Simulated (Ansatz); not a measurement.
Consider the redistribution: `F[SiH](F)O[SiH2]S` + `O[SiH2]OCS` → `SCO[SiH2]S` + `O[SiH2]O[SiH](F)F`.

Gas-phase electronic energies from Ansatz, PBE0-D4/def2-TZVP geometries. CCSD(T)/CBS is the MP2 limit (def2-TZVPP, def2-QZVPP) plus CCSD(T) − MP2 in def2-TZVPP, frozen cores. Functionals use def2-TZVPP. B3LYP here is the variant with VWN-RPA as its local correlation; programs differ in this. One conformer a species, not always the lowest.

`F[SiH](F)O[SiH2]S`:

Z-matrix (Å, degrees):
```
Si
F 1 1.581
O 1 1.598 2 109.8
F 1 1.581 2 106.8 3 118.9
H 1 1.464 2 109.5 3 -122.8
Si 3 1.637 1 161.0 2 48.8
S 6 2.121 3 111.6 1 -178.4
H 6 1.479 3 109.3 1 -62.2
H 6 1.480 3 107.8 1 60.2
H 7 1.344 6 94.4 3 -75.5
```

`O[SiH2]OCS`:

Z-matrix (Å, degrees):
```
Si
O 1 1.655
O 1 1.635 2 113.5
H 1 1.489 2 106.7 3 -122.7
H 1 1.474 2 106.1 3 116.5
C 2 1.389 1 123.0 3 82.8
H 3 0.961 1 114.9 2 -59.9
S 6 1.822 2 114.9 1 -58.3
H 6 1.090 2 108.5 1 179.8
H 6 1.096 2 112.0 1 59.8
H 8 1.343 6 96.2 2 -66.7
```

`SCO[SiH2]S`:

```xyz
11

S    -2.106    1.126   -0.230
C    -1.368   -0.389    0.421
O    -0.365   -0.939   -0.390
Si    1.244   -0.707   -0.162
S     1.831    1.345   -0.142
H    -1.085    1.935    0.097
H    -2.191   -1.103    0.475
H    -1.008   -0.200    1.437
H     1.669   -1.181    1.180
H     1.887   -1.453   -1.262
H     1.491    1.566   -1.423
```

`O[SiH2]O[SiH](F)F`:

```xyz
10

O     1.501    1.567    0.920
Si    0.979    0.019    0.961
O     0.031   -0.321   -0.334
Si   -1.382   -0.442   -1.078
F    -1.630   -1.950   -1.481
F    -2.554   -0.029   -0.099
H     2.191    1.804    0.299
H     2.115   -0.930    0.895
H     0.185   -0.109    2.198
H    -1.437    0.390   -2.282
```

| level | ΔE (kJ/mol) |
| --- | --- |
| B3LYP-D4 | 1.3 |
| r2SCAN | 3.0 |
| PBE0 | 3.0 |
| B3LYP | 2.4 |

Problem. What does CCSD(T)/CBS give? (Best estimate.)

Solution. The calculation gave: +0.6 kJ/mol. The listed levels differ from it by 0.7, 2.4, 2.4, 1.8 kJ/mol.

Largest T1 diagnostic among the species: 0.012.
